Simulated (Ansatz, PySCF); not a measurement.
Species: CH2N, charge 0, doublet. CH2N (SMILES [CH]=N, doublet).
B3LYP-D3(BJ)/def2-TZVP minimum from Ansatz (a quantum-chemistry and plane-wave program):
```xyz
4

C     -0.6279     0.1446     0.0221
N      0.4930    -0.3265    -0.0316
H     -1.0237     1.1662     0.0980
H      1.3407     0.2518    -0.0099
```
Charge 0, spin multiplicity 2.

Atomisation energy term by term, kcal/mol (programs: Ansatz). UHF or UKS for unpaired electrons; spin-orbit terms are left out. Correlated methods leave the cores frozen. Rows without X2C or -DK are non-relativistic. CBS(X,Y): correlation extrapolated as X^-3, Hartree-Fock from the larger set (Q,5: extrapolated as (X+1)exp(-9√X)). A bracket is a step between two methods taken in the basis named. 'core' is core correlation in cc-pwCVTZ, 'X2C' scalar relativity in cc-pVTZ-DK, both at CCSD(T). Where a partner has so few electrons that a lower coupled-cluster level is exact, that level stands in. The UHF reference of CH2N ([CH]=N, doublet) is spin-contaminated (<S^2> up to 0.08 over the pure value in the sets run).

```tsv
term	basis	kcal/mol
Hartree-Fock	CBS(cc-pVQZ,cc-pV5Z)	214.49
CCSD correlation	CBS(cc-pVQZ,cc-pV5Z)	106.31
(T)	CBS(cc-pVQZ,cc-pV5Z)	8.37
CCSDT(Q) - CCSD(T)	cc-pVTZ	0.59
CCSDTQ - CCSDT(Q)	cc-pVDZ	-0.12
core correlation	cc-pwCVTZ	1.61
scalar relativity	X2C, cc-pVTZ-DK	-0.34
minus zero-point energy	Hessian by PySCF at B3LYP-D3(BJ)/def2-TZVP	-15.55
sum: D0		315.4
```

The step beyond CCSD(T) by other levels: CCSDTQ in cc-pVDZ 0.78; CCSDT(Q) in cc-pVDZ 0.90 kcal/mol.
